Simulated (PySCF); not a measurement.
Isomers C$_{6}$H$_{8}$F$_{2}$Si:

A. `C#C[SiH2]/C(CF)=C(/C)F`
B. SMILES C1=C(F)C=C[C@@](F)([SiH3])C1
C. SMILES FC1=C[SiH2][C@](C)(F)C=C1
D. `CC#C[C@@H]([SiH3])/C(F)=C\F`

Spectrum 1. ¹H NMR (400 MHz, computed): δ 7.47 (m, 1H), 4.08 (d, 3H), 3.02 (m, 1H), 2.05 (s, 3H). ¹³C{¹H} NMR (computed): δ 163.9 (C), 149.7 (CH), 88.1 (C), 77.9 (C), 19.0 (CH), 4.9 (CH3).

Spectrum 2. ¹H NMR (400 MHz, computed): δ 6.71 (m, 1H), 5.78 (m, 1H), 5.23 (m, 1H), 4.99 (m, 1H), 4.34 (m, 1H), 1.55 (m, 3H). ¹³C{¹H} NMR (computed): δ 175.5 (C), 153.8 (CH), 125.4 (CH), 93.4 (CH), 91.8 (C), 28.8 (CH3).

Spectrum 3. ¹H NMR (400 MHz, computed): δ 5.41 (m, 2H), 4.93 (d, 2H), 2.28 (m, 3H), 1.84 (t, 1H). ¹³C{¹H} NMR (computed): δ 183.6 (C), 108.3 (C), 104.2 (CH), 85.7 (C), 82.7 (CH2), 20.9 (CH3).

Spectrum 4. ¹H NMR (400 MHz, computed): δ 6.51 (m, 1H), 6.32 (m, 1H), 5.67 (m, 1H), 3.99 (m, 3H), 3.22 (m, 1H), 2.80 (m, 1H). ¹³C{¹H} NMR (computed): δ 166.5 (C), 134.4 (CH), 132.1 (CH), 109.9 (CH), 85.8 (C), 36.4 (CH2).

[PySCF 2.14: PBE0/pcSseg-1 with gauge-including orbitals; GFN2-xTB geometry; one averaged value for each set of equivalent atoms; isolated molecule; one conformer; no relativistic terms]

Scale: TMS for ¹H (31.72 ppm), ¹³C (186.93 ppm) (reference shieldings calculated alike). Splittings of carbon signals by F and P are missing where no couplings were computed. Where no couplings were computed, multiplicities follow the n + 1 count of equivalent neighbours, and m marks all less simple cases (inequivalent or close neighbours, rings, F or P nearby). Shifts are as computed. Against solution values, carbons near 30 ppm lie about +3 ppm off and those near 130 ppm about +5 ppm. Of 1309 compounds with measured shifts, 239 miss one by over three times the rms of a fit or turn the order of signals round; such compounds aren't used in these exercises.

Question: Which spectrum belongs to which compound?

Answer: 1–D, 2–C, 3–A, 4–B.

- Spectrum 1 (D): 6 ¹³C signals; δC 163.9 is a fully substituted alkene carbon; δC 149.7 is an alkene CH.
- Spectrum 2 (C): 6 ¹³C signals; δC 153.8 is an alkene CH; δC 125.4 is an alkene CH.
- Spectrum 3 (A): 6 ¹³C signals; δC 108.3 is a fully substituted alkene carbon; δC 104.2 is a terminal alkyne carbon.
- Spectrum 4 (B): 6 ¹³C signals; δC 134.4 is an alkene CH; δC 132.1 is an alkene CH.
